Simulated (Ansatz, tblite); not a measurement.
Spin states of the cluster SnTe2 (the lowest singlet isomer of a short search), each relaxed with PBE-D4/def2-SVP in Ansatz. Electronic energies in the gas phase.

In the def2 sets Sn, Te take a core potential, while STO-3G treats all electrons; there is no spin–orbit coupling. The xTB rows come from tblite. Correlated methods freeze 12 core orbitals; core or outer-core shells of Sn, Te are correlated, in sets that lack core-valence functions. The structure comes from a short search, and lower isomers may exist.

Singlet geometry (C2v within 0.1 Å):

```tsv
atom	x (Å)	y (Å)	z (Å)
Sn1	1.255	-0.969	-0.140
Te2	-1.090	0.072	-1.217
Te3	-0.165	0.897	1.357
```

Triplet geometry (C2v within 0.1 Å):

```csv
atom,x (Å),y (Å),z (Å)
Sn1,0.692,0.173,-1.615
Te2,-1.225,-0.987,0.334
Te3,0.533,0.814,1.281
```

Quintet geometry (C2v within 0.1 Å):

```csv
atom,x (Å),y (Å),z (Å)
Sn1,-0.775,-1.055,0.636
Te2,-0.965,1.682,-0.049
Te3,1.740,-0.627,-0.587
```

⟨S²⟩: triplet 2.01 at PBE0-D4/def2-TZVP (pure 2.00), quintet 6.02 at PBE0-D4/def2-TZVP (pure 6.00).

Only these spin states were relaxed. The quintet has other bonds than the singlet, so the gap mixes isomer and spin.

```csv
level,triplet − singlet (kJ/mol),quintet − singlet (kJ/mol),lowest of these
GFN2-xTB,170.1,412.4,singlet
HF/def2-TZVP,58.5,166.3,singlet
revPBE-D4/def2-TZVP,92.8,273.1,singlet
BLYP-D4/def2-TZVP,96.9,274.5,singlet
B2PLYP/def2-TZVP,100.9,312.5,singlet
RPA@PBE/def2-TZVP,96.9,271.5,singlet
MP2/def2-TZVP,109.4,338.1,singlet
```

(1) Estimate the rows for GFN1-xTB, HF/STO-3G, PBE-D4/def2-TZVP, r2SCAN-D4/def2-TZVP, PBE0-D4/def2-TZVP, r2SCAN0-D4/def2-TZVP, PBE-QIDH/def2-TZVP.

Answers

(1) 
```
               level  triplet − singlet (kJ/mol)  quintet − singlet (kJ/mol)  lowest of these
            GFN1-xTB                       181.6                       461.6          singlet
           HF/STO-3G                       137.7                       219.8          singlet
    PBE-D4/def2-TZVP                        96.3                       281.5          singlet
 r2SCAN-D4/def2-TZVP                        88.4                       270.4          singlet
   PBE0-D4/def2-TZVP                        93.7                       289.2          singlet
r2SCAN0-D4/def2-TZVP                        85.6                       273.5          singlet
  PBE-QIDH/def2-TZVP                        99.7                       312.1          singlet
```

The xTB methods have no term that favours high spin, so they put low spin too low.
